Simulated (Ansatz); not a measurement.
B₂ClH₃Se, SMILES `ClBB[SeH]`. Total charge 0; spin multiplicity 1.

| atom | x (Å) | y (Å) | z (Å) |
| --- | --- | --- | --- |
| Cl1 | 1.1295 | 2.1989 | -0.8161 |
| B2 | 1.0494 | 0.4603 | -0.6463 |
| B3 | -0.3574 | -0.2511 | -0.1091 |
| Se4 | -0.6726 | -0.4950 | 1.7542 |
| H5 | 2.0360 | -0.1365 | -0.9634 |
| H6 | -1.1965 | -0.6337 | -0.8682 |
| H7 | -1.9884 | -1.1428 | 1.6489 |

Task: List the harmonic frequencies (cm⁻¹, unscaled) at PBE0-D4/def2-TZVP in Ansatz. (Estimate.)

Result: Ansatz gave: 60, 160, 208, 439, 580, 685, 740, 788, 825, 888, 1001, 1149, 2428, 2621, 2637.

Task: Is this a minimum?

Result: Yes, all 15 modes are real.

Task: Give the ideal-gas thermochemistry at 298.15 K and 1 bar (rigid rotor, harmonic oscillator; point group C1, symmetry number 1).

Result: Zero-point energy 91.0 kJ/mol; H(298) − E = 108.6 kJ/mol; entropy 333.9 J/(mol·K), of which translation 170.4, rotation 114.7, vibration 48.8; G(298) − E = 9.0 kJ/mol. Modes under 100 cm⁻¹ are hindered rotations or soft bends, so the harmonic entropy is rough.
